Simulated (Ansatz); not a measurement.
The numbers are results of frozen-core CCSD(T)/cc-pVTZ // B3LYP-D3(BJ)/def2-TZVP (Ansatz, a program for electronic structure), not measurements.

Ansatz 0.2 input:
```yaml
crystal:
  periodic: [false, false, false]
  atoms:
    - { symbol: Br, position_ang: [2.106014, -0.868222, -0.067893] }
    - { symbol: Ga, position_ang: [0.000461, 0.000016, -0.00023] }
    - { symbol: Br, position_ang: [-1.803461, -1.391087, 0.052467] }
    - { symbol: Br, position_ang: [-0.301223, 2.258612, 0.017261] }
basis:
  gaussian: { orbitals: cc-pVTZ }
correlation:
  method: ccsd_t
```

Output:

```
Functional definition: HF
1141 factors; integrals over basis functions are off by at most 7.3e-4 eV
mean field evaluation 1: about -262340.1260 eV, gradient 1.9e1 eV
mean field evaluation 2: about -262340.1569 eV, gradient 1.9e1 eV
mean field evaluation 4: about -262341.3700 eV, gradient 1.5e0 eV
mean field evaluation 8: about -262341.3869 eV, gradient 1.3e-1 eV
mean field evaluation 16: about -262340.9756 eV, gradient 1.3e1 eV
mean field -262341.38693610 eV, -9640.8681485229 hartree, gradient 1.3e-6 eV, S^2 0.000000; 0 other end points of the search recorded, 0 dependent functions left out
36 core orbitals not correlated
reference -262341.38693610 eV, -9640.8681485229 hartree; 32, 32 occupied and 104, 104 virtual orbitals, 1141 factors
second order -22.00240434 eV of doubles, -0.00000000 eV of singles
cycle   1  -22.03740651 eV  change   -3.5e-2 eV  update   1.0e-1
cycle   2  -22.59484993 eV  change   -5.6e-1 eV  update   2.6e-2
cycle   3  -22.66782749 eV  change   -7.3e-2 eV  update   1.3e-2
cycle   4  -22.64977162 eV  change    1.8e-2 eV  update   3.2e-3
cycle   5  -22.65038199 eV  change   -6.1e-4 eV  update   1.3e-3
cycle   6  -22.65046962 eV  change   -8.8e-5 eV  update   3.1e-4
cycle   7  -22.65025416 eV  change    2.2e-4 eV  update   1.1e-4
cycle   8  -22.65030396 eV  change   -5.0e-5 eV  update   3.1e-5
perturbative correction -0.98121380 eV, -0.0360589420 hartree
Total energy: -262365.01845386 eV, -9641.7365907825 hartree
```

Cost: very roughly 5 core-minutes.
